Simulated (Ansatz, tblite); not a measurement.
Removing and adding an electron: (HGaSe)4 cubane (Ga4H4Se4). The state is a singlet with charge 0. Geometry: PBE-D4/def2-SVP. Ansatz, gas phase; energy differences of separate SCF runs; the oxidised species was run as a doublet alone; the reduced species was run as a doublet alone.

```xyz
12

Ga   -0.546    0.733    1.759
H    -0.978    1.312    3.150
Se   -1.951    1.246   -0.250
Ga    0.326    1.491   -1.265
H     0.584    2.670   -2.266
Se    1.692    1.367    0.831
Ga    1.661   -1.061    0.214
H     2.975   -1.899    0.383
Se   -0.383   -1.752    1.486
Ga   -1.441   -1.163   -0.708
H    -2.580   -2.083   -1.268
Se    0.642   -0.861   -2.066
```

The xTB rows come from tblite. Single mean-field runs in def2-TZVP are fitted with def2-universal-jkfit. HOMO above LUMO, or a gap near zero within one spin, warns that the state may not be the lowest or that an electron is smeared out.

```
            level  −HOMO (eV)  vertical IE (eV)  −LUMO (eV)  vertical EA (eV)  HOMO–LUMO gap (eV)  IE − EA (eV)                                                                                                               remarks
         GFN1-xTB       10.35             12.47        5.84              3.85                4.50          8.62                                                                                                                     –
 PBE-D4/def2-TZVP        6.43              8.53        2.32              0.47                4.11          8.06  HOMO above zero (-1 doublet), gap within one spin near zero (+1 doublet), gap within one spin near zero (-1 doublet)
PBE0-D4/def2-TZVP        7.47              8.95        1.56              0.29                5.91          8.66                                                                                          HOMO above zero (-1 doublet)
```

(1) Estimate the rows for GFN2-xTB, HF/def2-TZVP.

## Answers

(1) 
| level | −HOMO (eV) | vertical IE (eV) | −LUMO (eV) | vertical EA (eV) | HOMO–LUMO gap (eV) | IE − EA (eV) | remarks |
| --- | --- | --- | --- | --- | --- | --- | --- |
| GFN2-xTB | 11.78 | 13.64 | 7.85 | 6.14 | 3.92 | 7.50 | – |
| HF/def2-TZVP | 9.82 | 8.79 | -1.43 | -1.03 | 11.24 | 9.82 | HOMO above zero (-1 doublet) |

Relaxing the oxidised species (PBE-D4/def2-SVP) changes its energy by -0.26 eV at PBE-D4/def2-TZVP, so the adiabatic ionisation energy to this nearest minimum is 8.28 eV. At PBE0-D4/def2-TZVP it is 8.52 eV.  Relaxing the reduced species (PBE-D4/def2-SVP) changes its energy by -0.62 eV at PBE-D4/def2-TZVP, so the adiabatic electron affinity to this nearest minimum is 1.10 eV. On the way the bond Se3–Ga4 breaks. At PBE0-D4/def2-TZVP it is 1.06 eV.     A HOMO above zero means that the electron is unbound at that level or that self-interaction error raises the level; the energy of removing that electron tells which. Raw xTB energy differences between charge states are shifted by several eV; the methods need an empirical correction for them. Sets without diffuse functions give affinities that are too small. A negative affinity means that the extra electron isn't bound; its size then hangs on the basis.
